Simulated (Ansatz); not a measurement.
Basis-set series for C2H6BClS (`CCSBCl`). The species carries charge 0 and has multiplicity 1. All single points use the PBE0-D4/def2-TZVP geometry. It is one conformer, not always the lowest.

```xyz
11

C     0.009   -0.137   -1.484
C    -0.400   -0.837   -0.205
S     0.853   -0.701    1.105
B     0.549    0.838    1.909
Cl   -0.750    1.938    1.489
H    -0.752   -0.290   -2.254
H     0.958   -0.525   -1.861
H     0.119    0.936   -1.323
H    -0.525   -1.910   -0.364
H    -1.338   -0.443    0.185
H     1.278    1.131    2.803
```

```tsv
functional	basis	functions	energy (Eh)	HOMO (eV)	LUMO (eV)
PBE0-D4	def2-TZVPP	261	-962.78187	-7.75	-1.05
PBE0-D4	def2-QZVPP	491	-962.81329	-7.76	-1.11
ωB97M-V	def2-TZVPP	261	-963.09233	-9.89	0.95
ωB97M-V	def2-QZVPP	491	-963.12233	-9.91	0.85
```

Problem. Give the rows for def2-SVP. (Estimate.)

Solution. Computed: 
```csv
functional,basis,functions,energy (Eh),HOMO (eV),LUMO (eV)
PBE0-D4,def2-SVP,108,-962.37471,-7.69,-0.84
ωB97M-V,def2-SVP,108,-962.68058,-9.79,1.24
```

Positive LUMOs are unbound and depend on the basis.
